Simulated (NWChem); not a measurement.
System: WNHF₄; SMILES [F][W]([F])([F])(=[NH])[F]

The following NWChem deck was run.

```
start job
memory heap 200 mb stack 900 mb global 1100 mb
geometry units angstroms
  W      0.002716     0.016213    -0.087882
  N      0.056759     0.341248    -1.846373
  H      0.087280     0.526036    -2.850684
  F     -1.344729     0.999466     0.754041
  F      1.100816     1.189675     0.865266
  F      1.307956    -1.217528     0.427415
  F     -1.137589    -1.407736     0.316190
end
basis spherical
  * library def2-svp
end
ecp
  W library def2-ecp
end
dft
  xc pbe0
  iterations 150
end
driver
  maxiter 120
end
task dft optimize
```

Not confirmed as a minimum by frequencies. def2 effective core potentials on W; no spin-orbit coupling.

The level has its own optimisation.

### Question
Predict the main results of this run. (PBE0/def2-SVP with def2 effective core potentials on W.) Quantities: r N–W (Å); r F–W (Å); r H–N (Å); dipole (D).

### Answer
- r N–W (Å) = 1.703
- r F–W (Å) = 1.864
- r H–N (Å) = 1.014
- dipole (D) = 2.66
